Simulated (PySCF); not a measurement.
InCl₂ + F₂ → InF₂ + Cl₂

Level: PBE0 in the def2-TZVP basis family, computed in PySCF with density fitting; scalar-relativistic core potentials for atoms from Rb on, none lighter, no spin–orbit coupling; open shells unrestricted.

```tsv
species	state and structure	ZPE (kJ/mol)	H(298 K) − H(0) (kJ/mol)	S° (J/(mol K))
InCl₂	doublet, C2v, In–Cl 2.353 Å (×2); Cl–In–Cl 119.5°	4.5	13.9	313.8
F₂	singlet, D∞h, F–F 1.376 Å	6.6	8.7	201.9
InF₂	doublet, C2v, In–F 1.957 Å (×2); F–In–F 116.5°	7.5	12.7	291.0
Cl₂	singlet, D∞h, Cl–Cl 1.982 Å	3.5	9.1	222.5
```

**Question.** Is the gas-phase reaction uphill or downhill in electronic energy at this level, and by how much?

**Answer.** At PBE0/def2-TZVP, ΔE = -239.0 kJ/mol, downhill. Fluorination of this kind underlies dry etching and chamber cleaning.

**Question.** Add zero-point, thermal and entropy terms for 298.15 K and 1 bar.

**Answer.** ΔZPE = -0.1 and Δ[H(298) − H(0)] = -0.8 kJ/mol give ΔH° = -239.9 kJ/mol. ΔS° = -2.2 J/(mol K), so ΔG° = -239.9 − 298.15 × (-0.0022) = -239 kJ/mol.

Each species is the lowest minimum found with this bonding; other isomers or fragments can lie lower.
